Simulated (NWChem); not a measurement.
Species: C2H6BeS2; SMILES [S](C)[Be][S]C

```xyz
11

Be     0.4876     0.0007    -0.0110
S      0.5011     1.8191    -0.5639
C     -0.7284     2.5809     0.5625
H     -1.7343     2.1741     0.3951
H     -0.7434     3.6545     0.3323
H     -0.4456     2.4540     1.6157
S      0.5244    -1.8179     0.5401
C     -0.7550    -2.5782    -0.5305
H     -1.7540    -2.1815    -0.3068
H     -0.7496    -3.6543    -0.3117
H     -0.5281    -2.4378    -1.5954
```
Atoms are numbered in this order, from 1.

Level: PBE0/def2-SVP (NWChem), optimised geometry, unscaled harmonic frequencies. 

Problem. List the harmonic frequencies with IR intensities, and the thermochemistry.

Solution. 
```json
[
 {"frequency (cm⁻¹)": "41", "IR intensity (km/mol)": "0.7"},
 {"frequency (cm⁻¹)": "44", "IR intensity (km/mol)": "0.1"},
 {"frequency (cm⁻¹)": "61", "IR intensity (km/mol)": "0.8"},
 {"frequency (cm⁻¹)": "94", "IR intensity (km/mol)": "3.4"},
 {"frequency (cm⁻¹)": "102", "IR intensity (km/mol)": "6.7"},
 {"frequency (cm⁻¹)": "302", "IR intensity (km/mol)": "10.5"},
 {"frequency (cm⁻¹)": "329", "IR intensity (km/mol)": "11.9"},
 {"frequency (cm⁻¹)": "378", "IR intensity (km/mol)": "2.1"},
 {"frequency (cm⁻¹)": "717", "IR intensity (km/mol)": "4.4"},
 {"frequency (cm⁻¹)": "720", "IR intensity (km/mol)": "3.8"},
 {"frequency (cm⁻¹)": "955", "IR intensity (km/mol)": "6.4"},
 {"frequency (cm⁻¹)": "957", "IR intensity (km/mol)": "7.1"},
 {"frequency (cm⁻¹)": "972", "IR intensity (km/mol)": "34.5"},
 {"frequency (cm⁻¹)": "973", "IR intensity (km/mol)": "2.2"},
 {"frequency (cm⁻¹)": "1053", "IR intensity (km/mol)": "280.5"},
 {"frequency (cm⁻¹)": "1335", "IR intensity (km/mol)": "13.4"},
 {"frequency (cm⁻¹)": "1336", "IR intensity (km/mol)": "4.7"},
 {"frequency (cm⁻¹)": "1452", "IR intensity (km/mol)": "0.2"},
 {"frequency (cm⁻¹)": "1453", "IR intensity (km/mol)": "18.5"},
 {"frequency (cm⁻¹)": "1457", "IR intensity (km/mol)": "8.8"},
 {"frequency (cm⁻¹)": "1458", "IR intensity (km/mol)": "8.1"},
 {"frequency (cm⁻¹)": "3078", "IR intensity (km/mol)": "25.3"},
 {"frequency (cm⁻¹)": "3078", "IR intensity (km/mol)": "15.0"},
 {"frequency (cm⁻¹)": "3192", "IR intensity (km/mol)": "1.0"},
 {"frequency (cm⁻¹)": "3192", "IR intensity (km/mol)": "1.1"},
 {"frequency (cm⁻¹)": "3195", "IR intensity (km/mol)": "1.6"},
 {"frequency (cm⁻¹)": "3195", "IR intensity (km/mol)": "1.2"}
]
```

* **zero-point energy**: 50.2 kcal/mol
* **thermal correction to the enthalpy at 298.15 K (with zero-point energy)**: 56.0 kcal/mol
* **heat capacity Cv**: 24.8 cal/(mol K)
* **entropy at 298.15 K and 1 atm (symmetry number 2)**: 93.0 cal/(mol K)
* **dipole moment**: 2.20 D

Rigid rotor and harmonic oscillator; modes under 100 cm⁻¹ make the entropy uncertain.
